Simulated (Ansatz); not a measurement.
Species: F3Ga, SMILES `[F][Ga]([F])[F]` (charge 0, multiplicity 1), formula F3Ga.

How many basis functions does Ansatz (a program for electronic structure) with frozen-core CCSD(T)/cc-pVTZ // B3LYP-D3(BJ)/def2-TZVP use, how many core orbitals are frozen, and how many electrons are correlated?

133 basis functions and 12 frozen orbitals, which leaves 34 correlated electrons (filled d shells below the valence shell are correlated). Core time is of the order of seconds.
